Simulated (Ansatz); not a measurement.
A nudged elastic band was laid between two geometries of BClH2O + H2S (8 atoms, charge 0, multiplicity 1).

Theory: RKS B3LYP-D4/6-31G* (Ansatz 0.2.0).

- movable images: 7
- climbing image: yes
- spring: 5.0 eV/Å²
- optimiser: quadratic models (default)
- start path: through a guess of the saddle point
- force threshold: 0.5 eV/Å
- iteration limit: 60
- end points: relaxed

First end point:

```xyz
8
Properties=species:S:1:pos:R:3
B -0.078 -0.639 -0.205
H 0.180 -1.207 0.808
O 0.848 -0.136 -1.045
H 1.743 -0.248 -0.690
Cl -1.783 -0.484 -0.684
S 0.031 2.391 1.300
H -0.735 2.444 0.191
H -1.039 2.338 2.121
```

Last end point:

```xyz
8
Properties=species:S:1:pos:R:3
B 0.039 0.734 -0.578
H -0.399 -0.626 2.611
O 1.251 0.140 -0.595
H 1.224 -0.774 -0.918
Cl -1.421 -0.148 -1.120
S -0.030 2.452 0.016
H -1.358 2.617 -0.137
H -0.141 0.064 2.517
```

(1) What changes between the two ends?

(2) What energy profile does the band end with?

(3) What is the geometry of the highest image?

Results:

(1) Bonds broken: B1–H2, S6–H8. Bonds formed: B1–S6, H2–H8. BClH2O + H2S becomes BClH2OS + H2.

(2) The forces met the threshold. The highest image is number 4 of 0 to 8, 1.67 eV above the first end and 2.05 eV above the last; the last end lies 0.39 eV below the first. The threshold of 0.5 eV/Å is loose, so the images may lie well off the minimum-energy path. The order of the point at the top wasn't checked. The orbitals stay closed-shell, which can raise the energy where a bond breaks towards radicals; this wasn't checked here.

```
image  path coordinate (Å)  energy (eV)  B1–H2 (Å)  S6–H8 (Å)  B1–S6 (Å)
    0                 0.00         0.00       1.19       1.35       3.38
    1                 0.85         0.01       1.19       1.35       3.38
    2                 1.71         0.06       1.19       1.35       3.32
    3                 2.56         0.62       1.20       1.36       2.66
    4                 3.41         1.67       1.32       1.60       2.05
    5                 4.06         0.58       1.89       2.16       1.88
    6                 4.70        -0.18       2.48       2.66       1.83
    7                 5.35        -0.36       2.95       3.12       1.82
    8                 5.99        -0.39       3.49       3.46       1.82
```

(3) 
```xyz
8
Properties=species:S:1:pos:R:3
B -0.047 0.276 0.023
H -0.157 -0.258 1.225
O 1.185 0.072 -0.555
H 1.431 -0.855 -0.662
Cl -1.590 -0.205 -0.828
S -0.080 2.237 0.626
H -1.420 2.367 0.594
H -0.153 0.826 1.371
```

Run time: 3.9 min on 1 thread of Intel(R) Xeon(R) Platinum 8488C (Sapphire Rapids), on a shared host, peak memory 0.19 GiB.
